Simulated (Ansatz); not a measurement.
Isolated molecules relaxed with PBE0-D4/def2-TZVP in Ansatz; ΔE leaves out vibrations. CBS: MP2 limit from def2 TZ/QZ plus the TZ coupled-cluster correction, frozen cores. DFT in def2-TZVPP. One conformer a species, not always the lowest.

`NC1(O)N[SiH2]1` → `NC1(N)O[SiH2]1`  (isomerisation)

`NC1(O)N[SiH2]1`:

Z-matrix (Å, degrees):
```
C
O 1 1.401
N 1 1.462 2 112.9
N 1 1.420 2 112.1 3 133.5
Si 1 1.859 2 126.9 3 -71.0
H 2 0.963 1 106.6 3 16.9
H 3 1.011 1 116.2 2 117.7
H 4 1.012 1 110.5 2 69.5
H 4 1.018 1 109.3 2 -48.2
H 5 1.481 1 124.0 2 4.5
H 5 1.481 1 120.5 2 -156.2
```

`NC1(N)O[SiH2]1`:

Cartesian coordinates in Å:
```
N -1.055 0.812 0.708
C 0.037 0.101 0.163
N 1.231 0.175 0.939
O -0.200 -1.316 -0.184
Si 0.149 -0.460 -1.573
H -1.858 0.827 0.094
H -1.329 0.421 1.605
H 1.246 -0.569 1.628
H 1.303 1.074 1.396
H -0.969 -0.342 -2.543
H 1.446 -0.722 -2.233
```

| level | ΔE (eV) |
| --- | --- |
| B2PLYP | -0.51 |
| CCSD/def2-TZVPP | -0.48 |
| HF/def2-QZVPP | -0.51 |
| SCS-MP2/def2-QZVPP | -0.51 |

Problem. What does CCSD(T)/CBS give? (Best estimate.)

Solution. Ansatz gave: -0.48 eV. The listed levels differ from it by -0.03, 0.00, -0.03, -0.03 eV.

Largest T1 diagnostic among the species: 0.013.
